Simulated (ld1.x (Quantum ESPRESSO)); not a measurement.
## Which change was made? (Xe, TM)

- Element: Xe
- Generator: ld1.x (Quantum ESPRESSO) 7.5
- Type: norm-conserving Troullier–Martins (Kleinman–Bylander form)
- Functional: LDA (PZ)
- Relativity: fully relativistic
- Frozen core: [Kr] 4d10
- Valence charge: 8
- Reference configuration: 5s2 5p6
- Partial waves: 5p (bound): rc 1.70 bohr; 5s (bound): rc 1.40 bohr
- Local potential: the s channel
- Core correction: none

Open shells are filled in proportion to 2j + 1 (rel_dist='average').

Cutoffs, loose and tight: the cutoffs (Ry, on a coarse ladder) from which the occupation-weighted sum of valence levels, in a spherical-Bessel basis at the reference potential, stays within 10 and 1 mRy of its value at 400 Ry. They do not see the model core or the augmentation charge, which bear on the density cutoff. Test errors are all-electron minus pseudo excitation energies from the reference, over the configurations 5s2 5p5; 5s2 5p4; 5s2 5p3; 5s1 5p6; 5s2 5p5.5; 5s2 5p2; variants that change the core or the reference have their own tests.

The base gives: outcome: generated; cutoff, loose: 70 Ry; cutoff, tight: 140 Ry; bound ghosts: none; largest test error (meV): +189.

(1) After one change the result is: outcome: generated; cutoff, loose: 40 Ry; cutoff, tight: 70 Ry; bound ghosts: none; largest test error (meV): +172. Which change was it?
A. wave 5s (bound): rc 1.40 bohr becomes 5s (bound): rc 1.68 bohr
B. wave 5p (bound): rc 1.70 bohr becomes 5p (bound): rc 1.50 bohr
C. local potential all-electron potential smoothed inside 1.05 bohr (lloc = -1)

Answers

(1) A. The others give: wave 5p (bound): rc 1.70 bohr becomes 5p (bound): rc 1.50 bohr → outcome: generated; cutoff, loose: 80 Ry; cutoff, tight: 180 Ry; bound ghosts: p1/2; largest test error (meV): +161 | local potential all-electron potential smoothed inside 1.05 bohr (lloc = -1) → outcome: generated; cutoff, loose: 70 Ry; cutoff, tight: 140 Ry; bound ghosts: s, p3/2, p1/2, d; largest test error (meV): +173.
